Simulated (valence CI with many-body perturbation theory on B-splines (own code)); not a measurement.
## Which ion has this spectrum?

A relativistic CI+MBPT calculation for an atom or ion with 14 electrons gives these levels (eV):

```tsv
J	Parity	E	g
0	even	0.00	
1	even	158.30	1.49
2	even	166.07	1.17
2	odd	288.49	1.56
1	odd	312.14	1.02
2	even	330.05	1.31
2	odd	337.84	0.76
0	even	346.84	
1	odd	371.65	0.88
2	odd	389.42	1.32
3	odd	390.61	1.12
2	odd	444.15	1.49
3	odd	457.03	1.31
0	odd	466.76
```

The energies are calculated, and their last digits are not significant.

Which is it?
A. Tb51+
B. Dy52+
C. Nd46+
D. Eu49+

D. Eu49+, ground level (3s^2 3p1/2^2) J=0.
